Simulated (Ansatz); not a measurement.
One geometry of Rb2F3, several levels of theory.

```yaml
crystal:
  periodic: [false, false, false]
  atoms:
    - {symbol: Rb, position_ang: [-0.851307, -1.395492, 0.970946]}
    - {symbol: Rb, position_ang: [1.225179, 1.386615, -0.435559]}
    - {symbol: F, position_ang: [1.114147, -0.025001, 1.595553]}
    - {symbol: F, position_ang: [-1.332915, 0.670458, -0.642204]}
    - {symbol: F, position_ang: [-0.155103, -0.636570, -1.488736]}
basis:
  gaussian: {orbitals: def2-TZVP, initial_orbitals: start.molden}
magnetization: {spin_polarized: true, initial_magnetization: 1}
hamiltonian: {xc: {text: "exchange = 0.90*pbe_x + 0.10*exact_x\ncorrelation = pbe_c"}}
scf: {omitted_lower_state_checks: [starts]}
output: {orbitals: {seedname: orbitals}}
```

The file start.molden holds the orbitals of an earlier run on this structure, at another level or in another basis.

```sh
$ ansatz run in.yaml --threads 4 --pin off --events-out ev --progress --plain --max-ram 3916MiB
```

Output, abridged:

```
Functional definition: unnamed
1116 factors; their error is unknown
mean field evaluation 1: about -9460.3466 eV, gradient 4.0e0 eV
mean field evaluation 2: about -9460.3888 eV, gradient 5.6e-2 eV
mean field evaluation 4: about -9460.4023 eV, gradient 3.1e-4 eV
mean field -9460.40232298 eV, -347.6633728785 hartree, gradient 1.4e-5 eV, S^2 0.753685; 0 other end points of the search recorded, 0 dependent functions left out
reference -9460.40241305 eV, -347.6633761887 hartree; 23, 22 occupied and 136, 137 virtual orbitals, 1116 factors
Total energy: -9460.40241305 eV, -347.6633761887 hartree
Checks for a lower state left out: starts
```

Run time 3.4 s (4 threads of Arm Neoverse V2 on a shared host).

First input, but with `gaussian: {orbitals: def2-TZVPD, initial_orbitals: start.molden}`, `hamiltonian: {xc: r2scan, dispersion: d4}` (abridged; 8 s):

```
Functional definition: r2SCAN
mean field -9465.97075616 eV, -347.8680090236 hartree, gradient 2.6e-5 eV, S^2 0.755249
Total energy: -9465.98671678 eV, -347.8685955656 hartree
Checks for a lower state left out: starts
```

The first input with `gaussian: {orbitals: STO-3G}`, `hamiltonian: {xc: hf}` (abridged; 0.7 s):

```
Functional definition: HF
mean field -166244.04847817 eV, -6109.3560973094 hartree, gradient 1.3e-5 eV, S^2 0.774157
Total energy: -166244.04847817 eV, -6109.3560973094 hartree
Checks for a lower state left out: starts
```

First input, but with `hamiltonian: {xc: {text: "exchange = 0.50*pbe_x + 0.50*exact_x\ncorrelation = pbe_c"}}` (abridged; 3.7 s):

```
Functional definition: unnamed
mean field -9459.92028099 eV, -347.6456581622 hartree, gradient 1.9e-5 eV, S^2 0.762144
Total energy: -9459.92032508 eV, -347.6456597823 hartree
Checks for a lower state left out: starts
```

The first input with `hamiltonian: {xc: lda}` (abridged; 1.6 s):

```
Functional definition: SPW92
mean field -9411.43916731 eV, -345.8640100959 hartree, gradient 1.5e-5 eV, S^2 0.752090
Total energy: -9411.43926598 eV, -345.8640137223 hartree
Checks for a lower state left out: starts
```

As the first input, with `gaussian: {orbitals: def2-TZVPD, initial_orbitals: start.molden}`, `hamiltonian: {xc: pbe0, dispersion: d4}` (abridged; 4.9 s):

```
Functional definition: PBE0
mean field -9460.26826559 eV, -347.6584463604 hartree, gradient 2.3e-5 eV, S^2 0.756626
Total energy: -9460.33517445 eV, -347.6609052156 hartree
Checks for a lower state left out: starts
```

As the first input, with `hamiltonian: {xc: {text: "exchange = 0.85*pbe_x + 0.15*exact_x\ncorrelation = pbe_c"}}` (abridged; 3.4 s):

```
Functional definition: unnamed
mean field -9460.30999462 eV, -347.6599798738 hartree, gradient 1.2e-5 eV, S^2 0.754461
Total energy: -9460.31007778 eV, -347.6599829301 hartree
Checks for a lower state left out: starts
```

Geometry: PBE0-D4/def2-SVP.

In the def2 sets Rb takes a core potential, while STO-3G treats all electrons; there is no spin–orbit coupling. In the doublet, F4 and F5 lie 1.95 Å apart (atoms count from 1), so these atoms are partly bonded to each other. The structure comes from a short search, and lower isomers may exist.
